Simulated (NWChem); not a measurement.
Species: SiHOCl₃; SMILES O[Si](Cl)(Cl)Cl

```xyz
6

O     -1.8906    -0.2066     0.0000
Si    -0.2649    -0.0367     0.0000
Cl     0.3749     0.9839     1.6522
Cl     0.5171    -1.9106     0.0000
Cl     0.3749     0.9839    -1.6522
H     -2.4306     0.5907     0.0000
```
Atoms are numbered in this order, from 1.

Program: NWChem. Geometry optimised at PBE0/def2-SVP; all other runs use it. 

```json
[
 {"quantity": "anisotropy (bohr³), static", "level": "PBE0/def2-SVPD", "value": "…"},
 {"quantity": "dipole in solution (D) in water", "level": "PBE0/def2-SVP, SMD", "value": "2.34"},
 {"quantity": "vertical, lowest excitation, singlet (eV)", "level": "PBE0/def2-SVPD, TDA", "value": "…"},
 {"quantity": "vertical ionisation energy, ΔSCF (eV)", "level": "PBE0/def2-SVP", "value": "…"},
 {"quantity": "dipole (D)", "level": "PBE0/def2-SVP", "value": "1.82"},
 {"quantity": "highest harmonic frequency (cm⁻¹)", "level": "PBE0/def2-SVP", "value": "3923"}
]
```

Problem. Complete the blanks.

Solution. 
- anisotropy (bohr³), static, value: 10.4
- vertical, lowest excitation, singlet (eV), value: 7.47
- vertical ionisation energy, ΔSCF (eV), value: 11.41
